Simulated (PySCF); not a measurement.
# Potential energy of GaB along the bond

Set-up: Ga aug-cc-pVDZ-PP with ECP10, B aug-cc-pVDZ; scalar-relativistic core potentials (PySCF 2.14). Energies in eV from Ga + B in their ground configurations at the same level. State: ³Π (triplet), unpaired electrons σ ↑, π ↑.

All columns are M06. A positive dipole means Ga(−)B(+).

| R (Å) | E (eV) | μ (D) | Mulliken charge on Ga (basis-dependent) | HOMO (eV) | LUMO (eV) | Mayer bond order | ⟨S²⟩ |
| --- | --- | --- | --- | --- | --- | --- | --- |
| 1.937 | -1.358 | -1.09 | 0.15 | -5.06 | -3.71 | 1.18 | 2.00 |
| 2.027 | -1.623 | -1.29 | 0.17 | -5.05 | -3.53 | 1.14 | 2.00 |
| 2.117 | -1.775 | -1.51 | 0.20 | -5.02 | -3.37 | 1.11 | 2.00 |
| 2.184 | -1.834 | -1.68 | 0.22 | -4.99 | -3.27 | 1.09 | 2.00 |
| 2.252 | -1.858 | -1.85 | 0.24 | -4.96 | -3.17 | 1.08 | 2.00 |
| 2.320 | -1.854 | -2.01 | 0.25 | -4.86 | -3.08 | 1.07 | 2.00 |
| 2.410 | -1.817 | -2.24 | 0.27 | -4.72 | -2.97 | 1.06 | 2.00 |
| 2.522 | -1.735 | -2.50 | 0.28 | -4.56 | -2.85 | 1.04 | 2.00 |
| 2.657 | -1.603 | -2.79 | 0.28 | -4.40 | -2.74 | 1.04 | 2.00 |
| 2.837 | -1.401 | -3.12 | 0.27 | -4.22 | -2.63 | 1.03 | 2.00 |

A fit through these points gives, at Re = 2.275 Å, μ = -1.90 D and dμ/dR = -2.50 D/Å; the reduced mass is 9.493 u.

**Question.** How strong is the fundamental in the double-harmonic approximation, I = 42.26·(dμ/dR)²/μred km/mol?

**Answer.** I = 42.26·(-2.50)²/9.493 = 27.8 km/mol at M06.

Spin–orbit coupling is left out. The state was picked by a PBE0 search and need not be the measured ground state.
